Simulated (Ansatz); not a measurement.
C$_{2}$H$_{6}$N, charge -1, singlet, at a GFN2-xTB geometry (a gas-phase anion, which may not be bound at this level). Base run: CCSD(T)/6-31G* run with Ansatz (a quantum-chemistry and plane-wave program).

Input for Ansatz:
Ansatz 0.2 input:
```yaml
crystal:
  periodic: [false, false, false]
  atoms:
    - {symbol: C, position_ang: [1.19119079, -0.38292669, 0.00717213]}
    - {symbol: C, position_ang: [-0.13122655, 0.52167957, 0.02064457]}
    - {symbol: N, position_ang: [-1.34791120, -0.10755068, 0.08388981]}
    - {symbol: H, position_ang: [2.09946740, 0.22915829, 0.01714482]}
    - {symbol: H, position_ang: [1.19406526, -1.03706791, 0.87919469]}
    - {symbol: H, position_ang: [1.20063277, -1.00631015, -0.88849714]}
    - {symbol: H, position_ang: [0.06822949, 1.23865150, -0.89692383]}
    - {symbol: H, position_ang: [-0.02730219, 1.17890666, 0.90869617]}
    - {symbol: H, position_ang: [-1.45949966, -0.68300083, -0.77374348]}
basis:
  gaussian:
    orbitals: 6-31G*
total_charge: -1
magnetization: {spin_polarized: false}
correlation: {method: ccsd_t}
```

Q: The base was run again with changes. Order these runs by total energy, lowest first: method = bccd | method = mp2 | reference functional = pbe0 | electrons = all.

A: electrons = all (ΔE vs base (mEh) -12.308), reference functional = pbe0 (ΔE vs base (mEh) 1.688), method = bccd (ΔE vs base (mEh) 14.280), method = mp2 (ΔE vs base (mEh) 48.516)

A gas-phase anion may not be bound at this level; its values then depend on the basis.
